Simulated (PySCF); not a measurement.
In(H)(Br)(OH) (BrH2InO), SMILES [InH]([OH])[Br]. The structure is a stationary point at B3LYP-D3(BJ)/def2-SVP. The def2 effective core potentials stand for the cores of In; spin–orbit coupling is left out. The values are those of a single conformer.

Method: B3LYP-D3(BJ)/def2-SVP run with PySCF 2.14.0.

Harmonic wavenumbers (cm⁻¹): 117, 251, 296, 371, 449, 605, 799, 1811, 3815. Rotational constants (GHz): 10.04, 1.428, 1.250; symmetry number 1.

Q: Work out the zero-point energy and the ideal-gas rigid-rotor harmonic-oscillator thermochemistry at 298.15 K and 1 atm.

A: ZPE = ½ Σ hcν = ½ × 8515 cm⁻¹ = 12.17 kcal/mol. H − E(el) = 16.08 kcal/mol. Entropy in cal/(mol K): translation 41.97, rotation 27.29, vibration 8.84, total 78.10. G − E(el) = -7.20 kcal/mol. Cp = 17.92 cal/(mol K). Modes under 150 cm⁻¹ make the vibrational entropy uncertain.
